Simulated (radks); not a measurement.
Values are calculated unless marked as measured or tabulated.
The dysprosium ion Dy2+, configuration [Xe] 4f9 6s1 (not the ground configuration).

Level of theory: non-relativistic Kohn-Sham, r2SCAN, spin-polarised, spherical densities, point nucleus; open shells are filled with parallel spins first (spin-orbit coupling, left out, can overturn this in heavy ions); meta-GGA in the generalised Kohn-Sham scheme; relativity is left out, which matters for an element this heavy (a radial shooting solver on a logarithmic mesh with Libxc functionals).

Energy parts (eV):
| part | energy |
|---|---|
| total | -316857.76 |
| kinetic | 316766.61 |
| electron-nucleus | -751424.10 |
| Hartree | 124661.76 |
| exchange-correlation | -6862.03 |

Orbitals (lengths in bohr, moments of r in powers of bohr; <r^-3> diverges for s and p1/2; r(90%) holds 90 % of the orbital's charge):
orbital  occ.  eigenvalue (eV)  <r^-3>   <1/r>      <r^2>  r(90%)
1s up       1        -50292.42       -   65.45  0.0007060  0.0408
1s down     1        -50292.40       -   65.45  0.0007060  0.0408
2s up       1        -8099.257       -   15.26    0.01118   0.150
2s down     1        -8099.225       -   15.26    0.01118   0.150
2p up       3        -7714.740    9866   15.27   0.008313   0.134
2p down     3        -7714.707    9866   15.27   0.008312   0.134
3s up       1        -1819.583       -   5.789    0.07176   0.366
3s down     1        -1816.203       -   5.795    0.07163   0.366
3p up       3        -1646.856    2037   5.721    0.06708   0.359
3p down     3        -1643.763    2042   5.728    0.06694   0.359
3d up       5        -1325.755   349.4   5.617    0.05338   0.331
3d down     5        -1323.516   350.3   5.623    0.05323   0.331
4s up       1        -377.3819       -   2.469     0.3596   0.810
4s down     1        -371.3766       -   2.466     0.3600   0.810
4p up       3        -308.2739   448.9   2.373     0.3787   0.838
4p down     3        -302.2343   447.2   2.370     0.3793   0.839
4d up       5        -184.8699   65.42   2.167     0.4290   0.912
4d down     5        -178.7976   65.05   2.162     0.4312   0.914
4f up       7         -32.8744   10.38   1.681     0.7461    1.29
4f down     2         -27.2525   10.03   1.647     0.8131    1.35
5s up       1         -64.6453       -  0.9633      2.075    1.95
5s down     1         -62.4749       -  0.9401      2.153    1.99
5p up       3         -45.4591   62.73  0.8584      2.594    2.21
5p down     3         -43.7781   58.47  0.8383      2.674    2.24
6s up       1         -16.2695       -  0.3650      13.03    4.85

The highest occupied level is 6s up at -16.269 eV. The spin density at the nucleus is 13.33 e/bohr^3 (1s 0.06, 2s -0.24, 3s -4.97, 4s 1.74, 5s 5.33, 6s 11.40). Spin moment in Bohr magnetons: 6.
